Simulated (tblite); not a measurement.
Record of a relaxation.

Compound: C₄H₇F₃OP₂.
Numbering: `[CH2:1]=[CH:2][P@:3](=[O:4])([CH2:5][PH2:6])[C:7]([F:8])([F:9])[F:10]` (hydrogens: H11, H12 on C1; H13 on C2; H14, H15 on C5; H16, H17 on P6)

Computed with GFN2-xTB (tblite), gas phase: L-BFGS steps from a force-field or distance-geometry start until the largest atomic force falls under 0.01 eV/Å. 7 of its 84 geometries are shown.

Step 0: E = -963.6895 eV, largest atomic force 6.775 eV/Å
```
atom  x, y, z in Å  |  force x, y, z in eV/Å
C1      1.212   -0.378    2.086   -0.716  -0.306  -1.029
C2      0.491   -0.816    1.029    1.140  -0.809   2.366
P3      0.514   -0.028   -0.538    1.080   6.586   1.163
O4      1.523    1.062   -0.856   -1.395  -2.610   0.615
C5     -1.188    0.704   -0.593   -0.388  -0.076  -0.423
P6     -1.757    2.145    0.481    0.840  -0.257   0.102
C7      0.386   -1.306   -1.736    0.050  -0.671  -0.380
F8      0.153   -0.741   -2.919   -0.021  -0.802  -0.297
F9     -0.632   -2.100   -1.363    0.167  -0.528  -0.822
F10     1.535   -1.990   -1.723   -0.287  -0.488  -0.645
H11     1.177   -0.890    3.042   -0.027   0.205  -0.211
H12     1.825    0.508    2.006    0.016  -0.139  -0.051
H13    -0.115   -1.712    1.171    0.050   0.243  -0.263
H14    -1.897   -0.106   -0.424   -0.239  -0.087   0.036
H15    -1.341    1.048   -1.631    0.076  -0.060   0.128
H16    -1.262    1.637    1.721   -0.018   0.222  -0.482
H17    -0.630    2.978    0.236   -0.326  -0.424   0.192
```

Step 14: E = -964.4257 eV, largest atomic force 0.223 eV/Å
```
atom  x, y, z in Å  |  force x, y, z in eV/Å
C1      1.232   -0.371    2.111    0.001  -0.040   0.001
C2      0.501   -0.811    1.098    0.017  -0.002   0.037
P3      0.449    0.115   -0.448   -0.052   0.006  -0.020
O4      1.534    1.053   -0.702    0.048   0.080  -0.054
C5     -1.266    0.732   -0.642   -0.078  -0.029  -0.033
P6     -1.729    2.145    0.474   -0.064   0.180   0.115
C7      0.377   -1.293   -1.721    0.015  -0.037   0.006
F8      0.151   -0.822   -2.950    0.040   0.077   0.008
F9     -0.608   -2.170   -1.465   -0.021  -0.003   0.057
F10     1.512   -1.991   -1.751    0.074   0.021   0.010
H11     1.256   -0.871    3.066    0.010  -0.060  -0.004
H12     1.849    0.510    2.020   -0.065  -0.005  -0.113
H13    -0.117   -1.697    1.143   -0.016  -0.007   0.129
H14    -1.961   -0.089   -0.457   -0.079  -0.071  -0.012
H15    -1.407    1.067   -1.675    0.063  -0.003  -0.062
H16    -1.196    1.603    1.649    0.052  -0.049  -0.040
H17    -0.584    2.904    0.240    0.055  -0.059  -0.025
```

Step 28: E = -964.4589 eV, largest atomic force 0.048 eV/Å
```
atom  x, y, z in Å  |  force x, y, z in eV/Å
C1      1.247   -0.383    2.094   -0.003  -0.025  -0.021
C2      0.447   -0.816    1.133    0.010   0.015  -0.014
P3      0.379    0.119   -0.414   -0.023  -0.023  -0.020
O4      1.447    1.084   -0.651   -0.018  -0.029   0.020
C5     -1.331    0.730   -0.669    0.017  -0.006   0.006
P6     -1.688    2.159    0.478   -0.012   0.029   0.010
C7      0.394   -1.280   -1.691    0.003   0.017   0.010
F8      0.186   -0.778   -2.913    0.014  -0.028   0.008
F9     -0.570   -2.189   -1.472    0.044   0.003  -0.020
F10     1.557   -1.933   -1.706   -0.019   0.013   0.007
H11     1.346   -0.890    3.040   -0.001   0.003   0.010
H12     1.841    0.507    1.946    0.007  -0.028  -0.021
H13    -0.169   -1.700    1.222    0.003   0.043   0.011
H14    -2.064   -0.064   -0.506    0.014  -0.002  -0.020
H15    -1.409    1.079   -1.705   -0.027  -0.008   0.016
H16    -1.125    1.544    1.603   -0.020  -0.002   0.035
H17    -0.494    2.821    0.200    0.011   0.029  -0.017
```

Step 42: E = -964.4662 eV, largest atomic force 0.042 eV/Å
```
atom  x, y, z in Å  |  force x, y, z in eV/Å
C1      1.267   -0.411    2.061    0.022  -0.005   0.006
C2      0.410   -0.815    1.137    0.000   0.006   0.016
P3      0.351    0.113   -0.412    0.008   0.015   0.005
O4      1.424    1.075   -0.633   -0.001   0.006  -0.005
C5     -1.355    0.736   -0.658   -0.016   0.024   0.008
P6     -1.695    2.183    0.479    0.006  -0.018  -0.013
C7      0.416   -1.281   -1.689    0.001  -0.004  -0.007
F8      0.233   -0.799   -2.922    0.003   0.014  -0.002
F9     -0.512   -2.231   -1.501    0.000  -0.004   0.016
F10     1.607   -1.882   -1.655   -0.001  -0.010  -0.002
H11     1.369   -0.893    3.019    0.003  -0.024   0.005
H12     1.907    0.435    1.862    0.017   0.010   0.002
H13    -0.253   -1.657    1.270   -0.031   0.013  -0.016
H14    -2.091   -0.055   -0.496   -0.001   0.014   0.004
H15    -1.443    1.095   -1.690    0.005  -0.040  -0.012
H16    -1.153    1.582    1.623   -0.005  -0.023  -0.007
H17    -0.487    2.817    0.193   -0.010   0.026   0.003
```

Step 55: E = -964.4710 eV, largest atomic force 0.046 eV/Å
```
atom  x, y, z in Å  |  force x, y, z in eV/Å
C1      1.305   -0.457    2.037    0.018  -0.012   0.004
C2      0.376   -0.783    1.153   -0.007   0.006  -0.030
P3      0.337    0.131   -0.404   -0.017   0.019  -0.028
O4      1.407    1.095   -0.629    0.010  -0.008   0.015
C5     -1.373    0.740   -0.665    0.008  -0.008  -0.013
P6     -1.717    2.197    0.458   -0.025  -0.021  -0.005
C7      0.439   -1.276   -1.669   -0.009   0.016   0.009
F8      0.267   -0.797   -2.905    0.007  -0.010  -0.001
F9     -0.469   -2.247   -1.496   -0.020   0.019   0.019
F10     1.641   -1.851   -1.612    0.001   0.009  -0.012
H11     1.403   -0.947    2.991    0.006  -0.022   0.032
H12     2.006    0.329    1.805    0.035   0.028   0.008
H13    -0.356   -1.560    1.312   -0.018  -0.013   0.011
H14    -2.101   -0.052   -0.473    0.002   0.015  -0.005
H15    -1.476    1.063   -1.707    0.019   0.001  -0.002
H16    -1.185    1.581    1.598   -0.001   0.008   0.032
H17    -0.510    2.845    0.197   -0.006  -0.027  -0.032
```

Step 69: E = -964.4743 eV, largest atomic force 0.019 eV/Å
```
atom  x, y, z in Å  |  force x, y, z in eV/Å
C1      1.334   -0.489    2.031   -0.006  -0.001  -0.018
C2      0.374   -0.759    1.162    0.010  -0.014   0.009
P3      0.343    0.152   -0.397   -0.012  -0.004  -0.003
O4      1.411    1.120   -0.619   -0.015  -0.008   0.007
C5     -1.373    0.732   -0.674   -0.008   0.017  -0.002
P6     -1.747    2.187    0.440   -0.017   0.002  -0.007
C7      0.442   -1.259   -1.655    0.006  -0.005   0.004
F8      0.268   -0.796   -2.897   -0.003   0.001   0.012
F9     -0.476   -2.218   -1.462   -0.002   0.004  -0.001
F10     1.640   -1.845   -1.600    0.003  -0.007  -0.002
H11     1.421   -0.996    2.979    0.008   0.005   0.001
H12     2.071    0.266    1.800    0.004  -0.005   0.003
H13    -0.393   -1.501    1.332    0.006  -0.004   0.002
H14    -2.093   -0.069   -0.490    0.016   0.003  -0.007
H15    -1.469    1.055   -1.717    0.008   0.002  -0.005
H16    -1.212    1.592    1.591    0.005   0.003   0.003
H17    -0.546    2.840    0.166   -0.003   0.013   0.004
```

Step 83: E = -964.4754 eV, largest atomic force 0.009 eV/Å
```
atom  x, y, z in Å  |  force x, y, z in eV/Å
C1      1.355   -0.510    2.023   -0.002  -0.001   0.000
C2      0.373   -0.762    1.173    0.000  -0.002  -0.003
P3      0.338    0.154   -0.385    0.001   0.001   0.001
O4      1.408    1.122   -0.599   -0.001   0.003  -0.001
C5     -1.373    0.738   -0.683    0.003   0.001   0.003
P6     -1.774    2.187    0.429    0.000   0.003   0.003
C7      0.443   -1.257   -1.642   -0.005  -0.001  -0.001
F8      0.269   -0.793   -2.883    0.003  -0.001  -0.003
F9     -0.478   -2.213   -1.449   -0.001  -0.008  -0.002
F10     1.639   -1.847   -1.588   -0.003   0.002   0.003
H11     1.452   -1.018    2.969    0.007  -0.002  -0.006
H12     2.099    0.232    1.778   -0.004   0.004   0.006
H13    -0.401   -1.494    1.354   -0.006   0.003   0.002
H14    -2.095   -0.066   -0.517    0.007  -0.003   0.000
H15    -1.449    1.064   -1.726    0.004   0.002   0.002
H16    -1.224    1.608    1.581    0.000  -0.001  -0.003
H17    -0.588    2.867    0.154   -0.002  -0.001  -0.002
```

Problem. Summarise the path.

Solution. The energy falls by 0.7859 eV from step 0 to step 83; nine tenths of that is first reached at step 8. It falls at every step. The largest force goes from 6.775 to 0.009 eV/Å. Among the bonds P3–C7 changes most, from 1.757 to 1.893 Å; the atoms move by 0.243 Å rms after alignment.
